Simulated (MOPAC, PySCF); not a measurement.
C₂H₆OSi, SMILES `C=[SiH]CO` (C–Si–C–O torsion -4°, Si–C–O–H torsion -49°), neutral singlet in the gas phase. 

Cartesian coordinates (Å):
```xyz
10

C      1.7309    -0.5125    -0.0897
Si     0.4899     0.5605    -0.5370
C     -1.2494     0.4481     0.1957
O     -1.4118    -0.6645     1.0719
H      2.7082    -0.4881    -0.5539
H      1.6100    -1.2440     0.6990
H      0.6574     1.5782    -1.5942
H     -1.4631     1.3405     0.7889
H     -1.9915     0.4387    -0.6149
H     -1.0806    -1.4568     0.6343
```
Charge 0, spin multiplicity 1.

All levels are single points at this geometry (B3LYP-D3(BJ)/def2-TZVP); Pople sets use spherical d functions. Orbital energies aren't observables, and empty levels follow the basis.

PM6 in MOPAC gives dipole (D) = 2.96.

Estimate the dipole (D) from each of these levels: B3LYP-D3(BJ)/def2-TZVP in PySCF; PBE-D3(BJ)/def2-TZVP in PySCF; B3LYP/3-21G in PySCF; B3LYP/6-311+G** in PySCF; B3LYP/LANL2DZ in PySCF; BP86/6-31G* in PySCF; PBE/6-31G* in PySCF; HF/3-21G in PySCF; HF/6-31G* in PySCF; HF/STO-3G in PySCF; AM1 in MOPAC; PM7 in MOPAC.


| level | dipole (D) |
|---|---|
| B3LYP-D3(BJ)/def2-TZVP in PySCF | 1.53 |
| PBE-D3(BJ)/def2-TZVP in PySCF | 1.35 |
| B3LYP/3-21G in PySCF | 1.35 |
| B3LYP/6-311+G** in PySCF | 1.69 |
| B3LYP/LANL2DZ in PySCF | 1.85 |
| BP86/6-31G* in PySCF | 1.18 |
| PBE/6-31G* in PySCF | 1.17 |
| HF/3-21G in PySCF | 1.80 |
| HF/6-31G* in PySCF | 1.75 |
| HF/STO-3G in PySCF | 1.78 |
| AM1 in MOPAC | 1.52 |
| PM7 in MOPAC | 1.59 |
